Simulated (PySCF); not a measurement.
Computed with PySCF 2.14.0 with PBE-D3(BJ)/def2-TZVP // B3LYP-D3(BJ)/def2-TZVP. Gas-phase values, no solvent. One relaxed conformer stands for a flexible species; it need not be the lowest. 

Reference species (SMILES): `C=NCO` (C–N–C–O torsion -130°, N–C–O–H torsion -47°) (neutral, multiplicity 1).

```yaml
HOMO: -6.25 eV
```

Changed species: `C/N=C\O` (N–C–O–H torsion 0°).

### Question
What does the change do to the HOMO?

### Answer
the HOMO increases by 0.23 eV, to -6.02 eV.
